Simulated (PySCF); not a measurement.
C₅H₅O₄ (charge -1).
Numbering: `[O:1]=[CH:2][O:3][C:4]1([C:5](=[O:6])[O-:7])[CH2:8][CH2:9]1`

Cartesian coordinates in Å at the GFN2-xTB level; atoms count from 1:
```
atom  x, y, z in Å
O1     2.4210   -0.2755   -1.1551
C2     2.0862    0.1007   -0.0438
O3     1.0253   -0.5629    0.6548
C4    -0.1802   -0.0622    0.1825
C5     0.0662    1.3978   -0.1604
O6    -0.8341    2.1887   -0.3841
O7     1.3262    1.6330   -0.1352
C8    -1.1310   -0.8883   -0.6440
C9    -1.4752   -0.5239    0.7715
H10    2.8507    0.3475    0.7321
H11   -0.8433   -1.9071   -0.8531
H12   -1.6527   -0.3840   -1.4435
H13   -2.2286    0.2335    0.9329
H14   -1.4312   -1.2977    1.5233
```

NICS is the negative of the GIAO shielding at a point without a nucleus: at the ring centre (0) and 1 Å above and below it (1); zz is the component along the ring normal. Level: GIAO PBE0/pcSseg-1 (PySCF, non-relativistic, gas phase) on the GFN2-xTB geometry, one conformer.

Ring bond lengths (Å), with Mayer bond orders in brackets: C4–C8 1.507 (0.89), C8–C9 1.502 (0.99), C9–C4 1.496 (0.95).

Q: What do the NICS probes read (ppm)?

A: 
| ring | type | NICS(0) | NICS(1), two faces | NICS(1)zz, two faces | rms pucker (Å) | centre to ring atoms, mean (Å) |
| --- | --- | --- | --- | --- | --- | --- |
| C4–C8–C9 | 3-membered carbocycle; formal bonds all single | -39.0 | -6.6 / -8.5 | -17.2 / -22.7 | 0.00 | 0.87 |

Q: What can be read from them?

A: 
- C4–C8–C9: mean NICS(1)zz -19.9 ppm, shielded. C4, C8, C9 have four or more neighbours, and the NICS criterion for π rings isn't applied. The two faces differ by 5.5 ppm, so no symmetry operation interchanges them. NICS(0) lies 31 ppm below the mean NICS(1).

Q: At the first NICS(1) probe listed for ring C4–C8–C9, 1 Å off the ring, what do the in-plane components average?

A: The isotropic value is a third of the trace: (3 × -6.6 − (-17.2))/2 = -1.3 ppm.

Q: What are the shieldings of the ring atoms and their hydrogens in the same run (means over atoms taken as equivalent)?

A: 
```csv
atoms,environment,σ isotropic (ppm)
C4,sp3 carbon bound to oxygen,123.6
C8 (×2),three-membered-ring carbon,175.4
H11 (×2),methylene hydrogen,31.31
H12 (×2),methylene hydrogen,31.18
```
